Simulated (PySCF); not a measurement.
Computed shifts of a molecule F2H4OSi2, PySCF with HF/pcSseg-1, GIAO, gas phase, atoms alike by connectivity averaged where their shifts nearly agree, in ppm (number of nuclei): ²⁹Si: -39.1 (2). ¹⁹F: -132.8 (2). ¹H: 4.77 (2), 4.69 (2). References: ²⁹Si against TMS (σ = 393.8 ppm); ¹⁹F against CFCl3 (σ = 238.5 ppm); ¹⁷O against H2O (σ = 333.0 ppm); ¹H against TMS (σ = 31.99 ppm), references at their B3LYP-D3(BJ)/def2-TZVP geometries, non-relativistic. The structure is a stationary point at PBE0-D3(BJ)/def2-SVP. The values are those of a single conformer.

### Question
Pick the molecule that these values belong to.
(A) O[Si](F)(F)[SiH3]
(B) F[SiH](F)O[SiH3]
(C) F[SiH2]O[SiH2]F
(D) O[Si@@H](F)[SiH2]F

### Answer
C, F[SiH2]O[SiH2]F
